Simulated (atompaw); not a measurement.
**An all-electron radial function and its pseudo partner (Si (Z = 14))**

Columns: radius, all-electron u(r) and pseudo u(r) of the 3s shell (level -10.72 eV) of silicon in the configuration [Ne] 3s2 3p2; PBEsol, non-relativistic, PAW (atompaw) scheme, atompaw 4.2.0.5.

```
r (bohr)  all-electron  pseudo
   0.096        0.1323  0.0686
   0.192       -0.1091  0.1365
   0.288       -0.2853  0.2032
   0.385       -0.3386  0.2689
   0.481       -0.2961  0.3314
   0.577       -0.1967  0.3911
   0.673       -0.0697  0.4474
   0.769        0.0649  0.4998
   0.865        0.1949  0.5479
   0.962        0.3145  0.5917
   1.058        0.4178  0.6301
   1.154        0.5051  0.6633
   1.250        0.5766  0.6910
   1.346        0.6333  0.7131
   1.442        0.6761  0.7297
   1.538        0.7063  0.7407
   1.635        0.7255  0.7464
   1.731        0.7348  0.7467
   1.827        0.7358  0.7421
   1.923        0.7299  0.7329
   2.019        0.7183  0.7195
   2.115        0.7021  0.7025
   2.212        0.6820  0.6821
   2.308        0.6593  0.6593
   2.404        0.6345  0.6345
   2.500        0.6083  0.6083
```

(1) How many radial nodes do the two functions have?

(2) Is the pseudo-wave norm-conserving?

## Answers

(1) The all-electron 3s function has n − l − 1 = 2; the pseudo-wave has 0, since the states of the same l below it are removed with the core.

(2) No, it belongs to a PAW set: the norm inside the radius is not constrained, and the difference is carried by the augmentation charge.
